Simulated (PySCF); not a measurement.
PySCF 2.14 output of a UHF calculation on a single atom or ion in aug-cc-pVDZ-PP with ECP10MDF (5s5p4d2f, 54 functions), with scalar relativity through the core potential:

```
SCF conv_tol = 1e-09
number electrons alpha = 9  beta = 7
cycle= 1 E= -194.040078274039  delta_E= -0.00709  |g|= 0.0295  |ddm|= 0.0322
cycle= 2 E= -194.040179776734  delta_E= -0.000102  |g|= 0.00368  |ddm|= 0.00433
cycle= 3 E= -194.040181574814  delta_E= -1.8e-06  |g|= 0.000435  |ddm|= 0.00237
cycle= 4 E= -194.040181609139  delta_E= -3.43e-08  |g|= 0.000135  |ddm|= 0.000792
cycle= 5 E= -194.040181615268  delta_E= -6.13e-09  |g|= 2.38e-05  |ddm|= 0.000272
cycle= 6 E= -194.040181615465  delta_E= -1.97e-10  |g|= 2.28e-06  |ddm|= 8.12e-05
converged SCF energy = -194.040181615465  <S^2> = 2.0022666  2S+1 = 3.0015107
```

The run itself started from symmetry-adapted Hartree-Fock orbitals and held the occupation by maximum overlap, so the iterations belong to that start.

Task: Which element, charge and spin multiplicity is this?

Result: Cu(3+) (copper, charge +3), multiplicity 3; the state was [Ar] 3d8, high-spin 3F determinant.

Energies and moments cover only the electrons outside the core potential.
